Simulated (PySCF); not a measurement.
BrH5N2OSi.

```xyz
10

N     -1.2491     1.6702     0.7811
Si    -0.1216     0.4010     0.7466
N      1.4218     1.0462     1.0774
O     -0.7727    -0.7454     1.7509
Br     0.1904    -0.6634    -1.2232
H     -1.0530     2.5462     0.3139
H     -2.2400     1.4736     0.8496
H      2.2622     0.6123     0.7177
H      1.5834     1.5764     1.9260
H     -0.5424    -1.6537     1.5352
```
Charge 0, spin multiplicity 1.

Geometry: PBE0-D3(BJ)/def2-SVP. The structure was generated by enumeration, and PubChem lists no compound with its InChIKey, so it may never have been made. One conformer was computed; it need not be the lowest.

All values below come from PBE0/pcSseg-1 (PySCF). Non-relativistic, no solvent.

Computed absolute GIAO shielding of each atom: isotropic value and principal components (ppm):
```json
[
 {"atom": "N1", "σ(iso)": "229.5", "σ11": "202.0", "σ22": "226.8", "σ33": "259.6", "span": "57.6"},
 {"atom": "Si2", "σ(iso)": "379.1", "σ11": "348.6", "σ22": "363.4", "σ33": "425.3", "span": "76.7"},
 {"atom": "N3", "σ(iso)": "223.9", "σ11": "188.1", "σ22": "216.3", "σ33": "267.4", "span": "79.3"},
 {"atom": "O4", "σ(iso)": "241.6", "σ11": "203.9", "σ22": "228.1", "σ33": "292.8", "span": "88.8"},
 {"atom": "Br5", "σ(iso)": "2560.3", "σ11": "2330.3", "σ22": "2380.4", "σ33": "2970.3", "span": "640.0"},
 {"atom": "H6", "σ(iso)": "30.3", "σ11": "23.5", "σ22": "26.5", "σ33": "40.9", "span": "17.5"},
 {"atom": "H7", "σ(iso)": "30.1", "σ11": "23.1", "σ22": "26.1", "σ33": "41.1", "span": "18.0"},
 {"atom": "H8", "σ(iso)": "30.2", "σ11": "22.6", "σ22": "28.3", "σ33": "39.8", "span": "17.1"},
 {"atom": "H9", "σ(iso)": "30.2", "σ11": "23.0", "σ22": "25.3", "σ33": "42.4", "span": "19.3"},
 {"atom": "H10", "σ(iso)": "29.5", "σ11": "21.5", "σ22": "26.7", "σ33": "40.2", "span": "18.7"}
]
```
